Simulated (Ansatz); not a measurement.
Harmonic frequencies (cm⁻¹) at PBE0-D4/def2-TZVP from Ansatz: 166, 272, 301, 456, 571, 675, 757, 1041, 1160, 1233, 1338, 1424, 2455, 3142, 3802.

Each molecule was computed in one conformer, which needn't be the lowest.

**Question.** Which molecule is it?
A. `F[B]1[CH2][GeH2]1`
B. `[GaH2][SnH3]`
C. `IC1=C[SiH2]1`
D. `OC(F)[SeH]`

**Answer.** D.
